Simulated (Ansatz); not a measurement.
Program: Ansatz. Geometries: PBE0-D4/def2-TZVP. ΔE: electronic, gas phase. CCSD(T)/CBS adds triple-zeta CCSD(T) − MP2 to the extrapolated MP2 energy (def2 sets, frozen cores). This one scheme is used for every species. DFT in def2-TZVPP. Elements past krypton have def2 core potentials. For Nb outer-core shells are correlated without core-valence functions, which leaves a few kJ/mol of doubt a bond. Each species was taken in one conformer, which may not be the lowest.

Consider the ligand exchange at the Nb–O bond: `[O]=[Nb]([OH])([OH])[F]` + NH₃ → `[NH2][Nb](=[O])([OH])[F]` + H₂O.

Question: Is it downhill or uphill in electronic energy at CCSD(T)/CBS, and by how much? (Best estimate.)

Answer: Ansatz gave: Uphill: ΔE = +41.4 kJ/mol.

Question: What do these levels give: BHLYP-D4, ωB97X-V, r2SCAN0, RPA@PBE/def2-TZVPP, MP2/def2-SVP, MP2/CBS(def2)? (An estimate is asked.)

Answer: The calculation gave: BHLYP-D4 47.1, ωB97X-V 49.5, r2SCAN0 48.0, RPA@PBE/def2-TZVPP 43.8, MP2/def2-SVP 49.8, MP2/CBS(def2) 40.6 kJ/mol.

Largest T1 diagnostic among the species: 0.022, so the coupled-cluster value is less sure than usual.

In def2-TZVPP, CCSD(T) changes the Hartree–Fock value by −8.1 kJ/mol (the triples alone add −0.5 kJ/mol) and MP2 by −8.9 kJ/mol. Leaving LDA and LC-ωPBE aside and taking each functional with its dispersion term where it has one, the values, not all of them listed here, spread over 7.8 kJ/mol, from HSE06-D4 to B97M-V. At CCSD(T), def2-SVP lies +7.4 kJ/mol from the extrapolated value and def2-TZVPP +2.5 kJ/mol.
